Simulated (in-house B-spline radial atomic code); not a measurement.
**Binding energies in Ho**

NIST's tabulated ground configuration is [Xe] 4f11 6s2; each binding energy is the energy of the ion with one electron taken from that subshell, relaxed, less that of the parent. Computed with a B-spline radial code for spherical atoms: Dirac-Hartree-Fock, average of configuration, Fermi nucleus of rms radius 5.2022 fm. Energies include first-order Breit, QED and recoil terms.

```tsv
subshell	X-ray name	binding energy (eV)	-ε (eV)	relaxation (eV)
1s	K	55616.5	55951.2	83.7
2s	L1	9402.1	9481.8	50.1
2p1/2	L2	8919.5	9002.6	54.2
2p3/2	L3	8072.3	8143.5	51.9
3s	M1	2136.4	2171.0	28.8
3p1/2	M2	1926.7	1961.6	29.6
3p3/2	M3	1747.1	1778.8	28.5
3d3/2	M4	1392.1	1424.8	30.7
3d5/2	M5	1353.8	1385.3	30.3
4s	N1	440.4	454.5	12.9
4p1/2	N2	356.2	369.8	12.6
4p3/2	N3	316.2	328.5	11.7
4d3/2	N4	177.1	188.3	11.0
4d5/2	N5	169.9	180.6	10.6
5s	O1	58.59	61.50	2.75
5p1/2	O2	33.46	36.02	2.46
5p3/2	O3	28.5	30.71	2.18
4f	N6,7	5.66	13.25	7.72
6s	P1	4.97	5.17	0.19
```

Relaxation = -ε minus the binding energy without Breit, QED and recoil terms.

Emission lines follow as differences of binding energies, with λ = 12398.42 eV·Å / E:

| line | holes | energy (eV) | wavelength (Å) |
| --- | --- | --- | --- |
| K-L3 | 1s → 2p3/2 | 47544.2 | 0.26078 |
| K-L2 | 1s → 2p1/2 | 46697.0 | 0.26551 |
| K-M3 | 1s → 3p3/2 | 53869.4 | 0.23016 |
| L3-M5 | 2p3/2 → 3d5/2 | 6718.5 | 1.8454 |
| L2-M4 | 2p1/2 → 3d3/2 | 7527.4 | 1.6471 |
| L1-M3 | 2s → 3p3/2 | 7655.0 | 1.6196 |
| L3-M1 | 2p3/2 → 3s | 5935.9 | 2.0887 |
| L2-N4 | 2p1/2 → 4d3/2 | 8742.4 | 1.4182 |

(1) What screening constant σ does Moseley's law, E = (3/4)·13.6057 eV·(Z - σ)², need for K-L3?

Moseley's non-relativistic formula needs a falling, then negative, screening constant for heavy elements, because relativity binds the 1s electron more strongly than the formula allows.

(2) What does it cost to remove both a 4f and a 5p3/2 electron?

(3) What does it cost to remove both a 3s and a 5p1/2 electron?

(4) What does it cost to remove both a 4f and a 5s electron?

## Answers

(1) σ = -1.26.

(2) 47.026 eV, which is 12.87 eV more than the two single binding energies together.

(3) 2183.4 eV, which is 13.48 eV more than the two single binding energies together.

(4) 78.687 eV, which is 14.44 eV more than the two single binding energies together.
